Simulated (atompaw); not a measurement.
**Before and after: PAW (atompaw) potential for Rb**

atompaw 4.2.0.5 input, output lines left out:

```
Rb 37
GGA-PBESOL scalarrelativistic loggrid 1500 logderivrange -4 5 226
5 5 4 0 0 0
5 0 0
5 1 1
4 2 0
0 0 0
c
c
c
v
v
c
c
v
v
c
v
2
3.00 2.65 2.80 2.55
n
n
y
1.15
n
custom polynom gramschmidtortho sinc
3 0.5 ultrasoft
1.95
2.85
2.20
3.00
3.00
3.00
```

All-electron outer shells of the reference configuration (PBEsol, scalar-relativistic, ld1.x):

```csv
shell,level (eV),outermost node (bohr),outermost maximum (bohr)
3p,-226.13,0.19,0.44
3d,-105.46,–,0.39
4s,-33.37,0.62,1.25
4p,-17.41,0.64,1.42
5s,-2.85,1.78,4.27
5p,-1.33,2.18,6.37
4d,-0.59,0.70,6.21
```

Change: reference 4s2 4p6 5s0.75 5p0.25; added wave 4d channel at 0.4 Ry: rc 3.00 bohr; removed wave 4d (bound): rc 3.00 bohr; removed wave 4d channel at 1.15 Ry: rc 3.00 bohr.

Cutoffs: the cutoffs (Ry, on a coarse ladder) from which the occupation-weighted sum of valence levels, in a spherical-Bessel basis at the reference potential, stays within 10 and 1 mRy of its value at 400 Ry; they do not see the model core or the augmentation charge, which bear on the density cutoff.

Question: What does the change do?

Answer: The potential gets neither clearly harder nor softer (15 Ry and 25 Ry → 15 Ry and 25 Ry); the range in which the s phases agree narrows (upper end 1.7 → 0.5); the range in which the d phases agree narrows (upper end 2.8 → 1.2); neither file shows a bound ghost.

| quantity | base | changed |
| --- | --- | --- |
| cutoff, loose | 15 Ry | 15 Ry |
| cutoff, tight | 25 Ry | 25 Ry |
| bound ghosts | none | none |
| s: phases at 3.02 bohr within 0.05 rad from the reference energy up to (Ry; the scan ends near 5) | 1.7 | 0.5 |
| p: phases at 3.02 bohr within 0.05 rad from the reference energy up to (Ry; the scan ends near 5) | to the end of the scan | to the end of the scan |
| d: phases at 3.02 bohr within 0.05 rad from the reference energy up to (Ry; the scan ends near 5) | 2.8 | 1.2 |
| lowest overlap eigenvalue by channel | s 0.57, p 0.53, d 0.94 | s 0.47, p 0.52, d 1.00 |

 The cutoffs see the waves, projectors and local potential, not the compensation charge or the core.
